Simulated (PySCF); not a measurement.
C4H6ClN2Pd, charge +1, singlet, geometry from GFN2-xTB (such geometries of metal compounds can be far from the true shape) (the multiplicity is a formal guess) (core potentials on Pd); PySCF with DF-BHANDHLYP/def2-SVP.

PySCF was given this input:
```python
from pyscf import gto, scf, dft

mol = gto.M(
    atom='''
Pd   -0.35637324    0.01987576    0.12555418
Cl    1.70157818   -0.08856845   -0.59531569
C     0.91244756   -2.41756458    3.64946867
C     0.47059379   -1.64451613    2.55105356
N     0.10048793   -1.01478026    1.65948693
H     1.35811432   -1.76683907    4.40358317
H     1.66151121   -3.13512869    3.31009091
H     0.07403315   -2.95776244    4.09176749
C    -1.33507777    2.43348223   -3.50559061
C    -1.06675793    1.67400875   -2.34345676
N    -0.85896022    1.05539646   -1.39344341
H    -0.60302534    2.18597443   -4.27633716
H    -1.26632658    3.49827300   -3.27718291
H    -2.33589425    2.21008696   -3.87820079
''',
    basis='def2-svp',
    ecp={'Pd': 'def2-svp'},
    charge=1,
    verbose=4,
)

mf = dft.RKS(mol)
mf.xc = 'bhandhlyp'
mf = mf.density_fit(auxbasis='def2-universal-jkfit')
mf.kernel()
```

Q: Write the output that PySCF gives for this input, abridged.

A: 
```
PySCF version 2.14.0

[INPUT] verbose = 4
[INPUT] num. atoms = 14
[INPUT] num. electrons = 78
[INPUT] charge = 1
[INPUT] spin (= nelec alpha-beta = 2S) = 0
[INPUT] symmetry False subgroup None
[INPUT] Mole.unit = angstrom
[INPUT] Symbol           X                Y                Z      unit          X                Y                Z       unit  Magmom
[INPUT]  1 Pd    -0.356373240000   0.019875760000   0.125554180000 AA   -0.673447821724   0.037559742918   0.237263013994 Bohr   0.0
[INPUT]  2 Cl     1.701578180000  -0.088568450000  -0.595315690000 AA    3.215516739736  -0.167370113777  -1.124983611756 Bohr   0.0
[INPUT]  3 C      0.912447560000  -2.417564580000   3.649468670000 AA    1.724275991428  -4.568534944649   6.896496286481 Bohr   0.0
[INPUT]  4 C      0.470593790000  -1.644516130000   2.551053560000 AA    0.889293379021  -3.107685093130   4.820792557497 Bohr   0.0
[INPUT]  5 N      0.100487930000  -1.014780260000   1.659486930000 AA    0.189894666524  -1.917656768015   3.135975804995 Bohr   0.0
[INPUT]  6 H      1.358114320000  -1.766839070000   4.403583170000 AA    2.566464110650  -3.338841948481   8.321566158044 Bohr   0.0
[INPUT]  7 H      1.661511210000  -3.135128690000   3.310090910000 AA    3.139801139795  -5.924534589366   6.255165267312 Bohr   0.0
[INPUT]  8 H      0.074033150000  -2.957762440000   4.091767490000 AA    0.139902377639  -5.589360953125   7.732319921499 Bohr   0.0
[INPUT]  9 C     -1.335077770000   2.433482230000  -3.505590610000 AA   -2.522931340295   4.598614943696  -6.624606157747 Bohr   0.0
[INPUT] 10 C     -1.066757930000   1.674008750000  -2.343456760000 AA   -2.015880328908   3.163418067626  -4.428491461161 Bohr   0.0
[INPUT] 11 N     -0.858960220000   1.055396460000  -1.393443410000 AA   -1.623199567696   1.994410262235  -2.633226414980 Bohr   0.0
[INPUT] 12 H     -0.603025340000   2.185974430000  -4.276337160000 AA   -1.139552738773   4.130892988002  -8.081106048700 Bohr   0.0
[INPUT] 13 H     -1.266326580000   3.498273000000  -3.277182910000 AA   -2.393010420457   6.610777878961  -6.192978160005 Bohr   0.0
[INPUT] 14 H     -2.335894250000   2.210086960000  -3.878200790000 AA   -4.414200388446   4.176459065873  -7.328737349172 Bohr   0.0

nuclear repulsion = 482.790017179131
number of shells = 73
number of NR pGTOs = 279
number of NR cGTOs = 163
basis = def2-svp
ecp = {'Pd': 'def2-svp'}

******** <class 'pyscf.df.df_jk.DFRKS'> ********
method = DFRKS
initial guess = minao
damping factor = 0
level_shift factor = 0
DIIS = <class 'pyscf.scf.diis.CDIIS'>
diis_start_cycle = 1
diis_space = 8
diis_damp = 0
SCF conv_tol = 1e-09
SCF conv_tol_grad = None
SCF max_cycles = 50
direct_scf = False
XC library pyscf.dft.libxc version 7.1.2
    S. Lehtola, C. Steigemann, M. J. T. Oliveira, and M. A. L. Marques,  SoftwareX 7, 1–5 (2018)
XC functionals = bhandhlyp
    A. D. Becke,  J. Chem. Phys. 98, 1372 (1993)
    Defined through Gaussian implementation.
radial grids:
    Treutler-Ahlrichs [JCP 102, 346 (1995); DOI:10.1063/1.469408] (M4) radial grids

becke partition: Becke, JCP 88, 2547 (1988); DOI:10.1063/1.454033
pruning grids: <function nwchem_prune>
grids dens level: 3
symmetrized grids: False
atomic radii adjust function: <function treutler_atomic_radii_adjust>
small_rho_cutoff = 0
Set gradient conv threshold to 3.16228e-05
Initial guess from minao.
tot grids = 184184
******** <class 'pyscf.df.df.DF'> ********
auxbasis = def2-universal-jkfit
init E= -842.924339035076
  HOMO = -0.621636559422476  LUMO = -0.620145765468234  gap/eV = 0.04057
cycle= 1 E= -850.104450267841  delta_E= -7.18  |g|= 2.49  |ddm|= 5.16
  HOMO = -0.127118458952243  LUMO = -0.11280320822157  gap/eV = 0.38954
cycle= 2 E= -798.536135065336  delta_E= 51.6  |g|= 9.68  |ddm|= 84.4
  HOMO = -0.365922360055331  LUMO = -0.2887803211228  gap/eV = 2.09914
cycle= 3 E= -852.280728294841  delta_E= -53.7  |g|= 1.48  |ddm|= 84.3
  HOMO = -0.310095283135539  LUMO = -0.226678361667354  gap/eV = 2.26989
cycle= 4 E= -852.67200107973  delta_E= -0.391  |g|= 0.584  |ddm|= 1.69
  HOMO = -0.42532930721636  LUMO = -0.217165626171798  gap/eV = 5.66442
cycle= 5 E= -852.733149871086  delta_E= -0.0611  |g|= 0.395  |ddm|= 0.828
  HOMO = -0.471673154361426  LUMO = -0.25434794740378  gap/eV = 5.91372
cycle= 6 E= -852.769872264685  delta_E= -0.0367  |g|= 0.113  |ddm|= 0.363
  HOMO = -0.466232833421155  LUMO = -0.245173396779656  gap/eV = 6.01533
cycle= 7 E= -852.77254582397  delta_E= -0.00267  |g|= 0.0495  |ddm|= 0.108
  HOMO = -0.467794934197452  LUMO = -0.245067307995619  gap/eV = 6.06073
cycle= 8 E= -852.77306080794  delta_E= -0.000515  |g|= 0.0101  |ddm|= 0.0436
  HOMO = -0.466543260237355  LUMO = -0.24475977143905  gap/eV = 6.03504
cycle= 9 E= -852.773086920455  delta_E= -2.61e-05  |g|= 0.00373  |ddm|= 0.0115
  HOMO = -0.46632916922521  LUMO = -0.244678229175477  gap/eV = 6.03143
cycle= 10 E= -852.773090715676  delta_E= -3.8e-06  |g|= 0.00245  |ddm|= 0.00477
  HOMO = -0.466218203399482  LUMO = -0.244687456904877  gap/eV = 6.02816
cycle= 11 E= -852.773093210615  delta_E= -2.49e-06  |g|= 0.000739  |ddm|= 0.00381
  HOMO = -0.466076513138447  LUMO = -0.244632948527503  gap/eV = 6.02579
cycle= 12 E= -852.773093991883  delta_E= -7.81e-07  |g|= 0.000327  |ddm|= 0.003
  HOMO = -0.466092277383277  LUMO = -0.244661304014812  gap/eV = 6.02544
cycle= 13 E= -852.773094254882  delta_E= -2.63e-07  |g|= 0.00014  |ddm|= 0.00229
  HOMO = -0.466042827570556  LUMO = -0.244639760948743  gap/eV = 6.02468
cycle= 14 E= -852.773094293241  delta_E= -3.84e-08  |g|= 7.14e-05  |ddm|= 0.000929
  HOMO = -0.466050625545833  LUMO = -0.244643927395082  gap/eV = 6.02478
cycle= 15 E= -852.773094298942  delta_E= -5.7e-09  |g|= 3.46e-05  |ddm|= 0.000303
  HOMO = -0.466048289862801  LUMO = -0.244640418285343  gap/eV = 6.02482
cycle= 16 E= -852.773094299693  delta_E= -7.51e-10  |g|= 2.71e-05  |ddm|= 8.05e-05
  HOMO = -0.466047142937664  LUMO = -0.244643270356875  gap/eV = 6.02471
Extra cycle  E= -852.773094299612  delta_E= 8.09e-11  |g|= 4.66e-05  |ddm|= 6.96e-05
converged SCF energy = -852.773094299612
```
